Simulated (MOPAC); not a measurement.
Constitutional and geometric isomers with formula C2H4Si2. All species are isolated molecules in the gas phase. Strings in code marks are SMILES.

Quantity: electronic energy of isomers of C2H4Si2 relative to `C#C[SiH]=[SiH2]`, in kJ/mol. Semi-empirical values (MOPAC) are differences of heats of formation.

Case: `[SiH2]=C=C=[SiH2]`. Geometry of `[SiH2]=C=C=[SiH2]` (neutral, multiplicity 1, Å):

```xyz
8

Si     2.3057     0.2749    -0.2821
C      0.6237     0.0411    -0.0629
C     -0.6237    -0.0414     0.0619
Si    -2.3056    -0.2752     0.2824
H      3.1401     0.7255     0.8445
H      2.9717    -0.2507    -1.4856
H     -2.9713     0.2510     1.4860
H     -3.1406    -0.7251    -0.8442
```

What electronic energy of isomers of C2H4Si2 relative to `C#C[SiH]=[SiH2]` does PM3 // PBE0-D4/def2-TZVP (MOPAC) give?

40.49 kJ/mol.
